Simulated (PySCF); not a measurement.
boroxine (H$_{3}$B$_{3}$O$_{3}$), singlet, at a GFN2-xTB geometry, with bond 8-3 at 1.6 times its length; B3LYP/6-31G in PySCF.

PySCF was given this input:
```python
from pyscf import gto, scf, dft

mol = gto.M(
    atom='''
B    -0.62642433    1.18300324    0.24601012
O    -1.33948341    0.02486049    0.22970691
B    -0.71480732   -1.15811031   -0.01600341
O     0.62560781   -1.18146124   -0.24568946
B     1.34123166   -0.02489294   -0.23000671
O     0.71387560    1.15660075    0.01598255
H    -1.16486750    2.19985392    0.45746817
H    -1.69786777   -2.75083663   -0.03801259
H     2.49408760   -0.04628966   -0.42770903
''',
    basis='6-31g',
    verbose=4,
)

mf = dft.RKS(mol)
mf.xc = 'b3lyp'
mf.init_guess = 'mod_huckel'
mf.kernel()
```

The log (banner, timings and long lists left out):

```
PySCF version 2.14.0

[INPUT] verbose = 4
[INPUT] num. atoms = 9
[INPUT] num. electrons = 42
[INPUT] charge = 0
[INPUT] spin (= nelec alpha-beta = 2S) = 0
[INPUT] symmetry False subgroup None
[INPUT] Mole.unit = angstrom
[INPUT] Symbol           X                Y                Z      unit          X                Y                Z       unit  Magmom
[INPUT]  1 B     -0.626424330000   1.183003240000   0.246010120000 AA   -1.183770421464   2.235552128073   0.464891750671 Bohr   0.0
[INPUT]  2 O     -1.339483410000   0.024860490000   0.229706910000 AA   -2.531256793298   0.046979517422   0.434083148820 Bohr   0.0
[INPUT]  3 B     -0.714807320000  -1.158110310000  -0.016003410000 AA   -1.350790066634  -2.188511307935  -0.030242061959 Bohr   0.0
[INPUT]  4 O      0.625607810000  -1.181461240000  -0.245689460000 AA    1.182227422289  -2.232638170389  -0.464285791092 Bohr   0.0
[INPUT]  5 B      1.341231660000  -0.024892940000  -0.230006710000 AA    2.534560506996  -0.047040839035  -0.434649688712 Bohr   0.0
[INPUT]  6 O      0.713875600000   1.156600750000   0.015982550000 AA    1.349029371010   2.185658652967   0.030202642272 Bohr   0.0
[INPUT]  7 H     -1.164867500000   2.199853920000   0.457468170000 AA   -2.201280546407   4.157121422851   0.864489552006 Bohr   0.0
[INPUT]  8 H     -1.697867770000  -2.750836630000  -0.038012590000 AA   -3.208505081026  -5.198327844122  -0.071833384385 Bohr   0.0
[INPUT]  9 H      2.494087600000  -0.046289660000  -0.427709030000 AA    4.713142494674  -0.087474779799  -0.808252927703 Bohr   0.0

nuclear repulsion = 201.194821617957
number of shells = 36
number of NR pGTOs = 144
number of NR cGTOs = 60
basis = 6-31g
ecp = {}

******** <class 'pyscf.dft.rks.RKS'> ********
method = RKS
initial guess = mod_huckel
damping factor = 0
level_shift factor = 0
DIIS = <class 'pyscf.scf.diis.CDIIS'>
diis_start_cycle = 1
diis_space = 8
diis_damp = 0
SCF conv_tol = 1e-09
SCF conv_tol_grad = None
SCF max_cycles = 50
direct_scf = True
direct_scf_tol = 1e-13
XC library pyscf.dft.libxc version 7.1.2
    S. Lehtola, C. Steigemann, M. J. T. Oliveira, and M. A. L. Marques,  SoftwareX 7, 1–5 (2018)
XC functionals = b3lyp
    P. J. Stephens, F. J. Devlin, C. F. Chabalowski, and M. J. Frisch,  J. Phys. Chem. 98, 11623 (1994)
radial grids:
    Treutler-Ahlrichs [JCP 102, 346 (1995); DOI:10.1063/1.469408] (M4) radial grids

becke partition: Becke, JCP 88, 2547 (1988); DOI:10.1063/1.454033
pruning grids: <function nwchem_prune>
grids dens level: 3
symmetrized grids: False
atomic radii adjust function: <function treutler_atomic_radii_adjust>
small_rho_cutoff = 0
Set gradient conv threshold to 3.16228e-05
Initial guess from on-the-fly Huckel, doi:10.1021/acs.jctc.8b01089,
employing the updated GWH rule from doi:10.1021/ja00480a005.
Spherically averaged atomic HF for {'B', 'O', 'H'}

******** <class 'pyscf.scf.atom_hf.AtomSphAverageRHF'> ********
method = AtomSphAverageRHF
initial guess = minao
damping factor = 0
level_shift factor = 0
DIIS = <class 'pyscf.scf.diis.CDIIS'>
diis_start_cycle = 1
diis_space = 8
diis_damp = 0
SCF conv_tol = 1e-09
SCF conv_tol_grad = None
SCF max_cycles = 50
direct_scf = True
direct_scf_tol = 1e-13
atom = B
Set gradient conv threshold to 3.16228e-05
Initial guess from minao.
init E= -24.33682551656
cycle= 1 E= -24.3562286898618  delta_E= -0.0194  |g|=    0  |ddm|= 0.248
cycle= 2 E= -24.3567205806999  delta_E= -0.000492  |g|=    0  |ddm|= 0.0647
cycle= 3 E= -24.3567345428601  delta_E= -1.4e-05  |g|=    0  |ddm|= 0.00523
cycle= 4 E= -24.3567348912184  delta_E= -3.48e-07  |g|=    0  |ddm|= 0.00258
cycle= 5 E= -24.3567348914024  delta_E= -1.84e-10  |g|=    0  |ddm|= 4.23e-05
Extra cycle  E= -24.3567348914024  delta_E= 1.42e-14  |g|=    0  |ddm|= 7.37e-08
Atomic HF for atom  B  converged. SCF energy = -24.3567348914024

******** <class 'pyscf.scf.atom_hf.AtomSphAverageRHF'> ********
method = AtomSphAverageRHF
initial guess = minao
damping factor = 0
level_shift factor = 0
DIIS = <class 'pyscf.scf.diis.CDIIS'>
diis_start_cycle = 1
diis_space = 8
diis_damp = 0
SCF conv_tol = 1e-09
SCF conv_tol_grad = None
SCF max_cycles = 50
direct_scf = True
direct_scf_tol = 1e-13
atom = O
Set gradient conv threshold to 3.16228e-05
Initial guess from minao.
init E= -74.2476276424159
cycle= 1 E= -74.2594338864764  delta_E= -0.0118  |g|=    0  |ddm|= 0.116
cycle= 2 E= -74.2598210623337  delta_E= -0.000387  |g|=    0  |ddm|= 0.0449
cycle= 3 E= -74.2598913000013  delta_E= -7.02e-05  |g|=    0  |ddm|= 0.0122
cycle= 4 E= -74.2598924085094  delta_E= -1.11e-06  |g|=    0  |ddm|= 0.00225
cycle= 5 E= -74.2598924085102  delta_E= -8.67e-13  |g|=    0  |ddm|= 1.3e-06
Extra cycle  E= -74.2598924085103  delta_E= -2.84e-14  |g|=    0  |ddm|= 6.52e-08
Atomic HF for atom  O  converged. SCF energy = -74.2598924085103

******** 1 electron system ********
Atomic HF for atom  H  converged. SCF energy = -0.49823291072907

  HOMO = -0.33777600074571  LUMO = 0.0478980718126342  gap/eV = 10.49473
tot grids = 113808
init E= -300.037671088025
  HOMO = -0.297967218105535  LUMO = -0.225850993689137  gap/eV = 1.96238
cycle= 1 E= -300.400135674727  delta_E= -0.362  |g|= 2.64  |ddm|= 5.01
  HOMO = -0.290147683935443  LUMO = 0.0431985444247387  gap/eV = 9.07081
cycle= 2 E= -299.870537571222  delta_E= 0.53  |g|= 3.25  |ddm|=  4.1
  HOMO = -0.255850177845013  LUMO = 0.00915463474525624  gap/eV = 7.21115
cycle= 3 E= -302.067589603057  delta_E= -2.2  |g|= 0.322  |ddm|= 2.07
  HOMO = -0.295029981105938  LUMO = -0.0703422598185734  gap/eV = 6.11406
cycle= 4 E= -302.097130164583  delta_E= -0.0295  |g|= 0.186  |ddm|= 0.684
  HOMO = -0.294045479596549  LUMO = -0.0445115693921452  gap/eV = 6.79016
cycle= 5 E= -302.110790376084  delta_E= -0.0137  |g|= 0.0538  |ddm|= 0.294
  HOMO = -0.294192857075081  LUMO = -0.0403029317132575  gap/eV = 6.90870
cycle= 6 E= -302.111394550847  delta_E= -0.000604  |g|= 0.0232  |ddm|= 0.0549
  HOMO = -0.293176700890062  LUMO = -0.0400957866333797  gap/eV = 6.88668
cycle= 7 E= -302.111520968036  delta_E= -0.000126  |g|= 0.00336  |ddm|= 0.0201
  HOMO = -0.29273392043013  LUMO = -0.0407765989680525  gap/eV = 6.85611
cycle= 8 E= -302.111524284363  delta_E= -3.32e-06  |g|= 0.00049  |ddm|= 0.00446
  HOMO = -0.292908303416895  LUMO = -0.0407265656984908  gap/eV = 6.86221
cycle= 9 E= -302.111524361467  delta_E= -7.71e-08  |g|= 9.45e-05  |ddm|= 0.000729
  HOMO = -0.292894397048023  LUMO = -0.0407299837783012  gap/eV = 6.86174
cycle= 10 E= -302.111524363768  delta_E= -2.3e-09  |g|= 6.96e-06  |ddm|= 0.000102
  HOMO = -0.292893791087603  LUMO = -0.0407295256129399  gap/eV = 6.86174
cycle= 11 E= -302.11152436378  delta_E= -1.18e-11  |g|= 1.07e-06  |ddm|= 7.5e-06
  HOMO = -0.2928938629488  LUMO = -0.040729577912145  gap/eV = 6.86174
Extra cycle  E= -302.111524363779  delta_E= 9.09e-13  |g|= 1.55e-06  |ddm|= 1.62e-06
converged SCF energy = -302.111524363779
```
